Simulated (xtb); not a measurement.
ISn (SMILES [Sn+][I]), charge +1, singlet, from a rough starting geometry (GFN-xTB shapes and energies of metal compounds can be far from the true ones).

Input for xtb:
```
$ xtb mol.xyz --gfn 2 --chrg 1 --opt vtight --json

# file mol.xyz
2

Sn    -0.87454807    -0.69084022    -0.75079392
I      0.82918943     0.69619952     0.74076940
```

### Question
What does this run give for the total energy at the end of the optimisation, HOMO-LUMO gap?

### Answer

| Property | Result |
|---|---|
| total energy at the end of the optimisation | -5.569399 Ha |
| HOMO-LUMO gap | 4.74 eV |
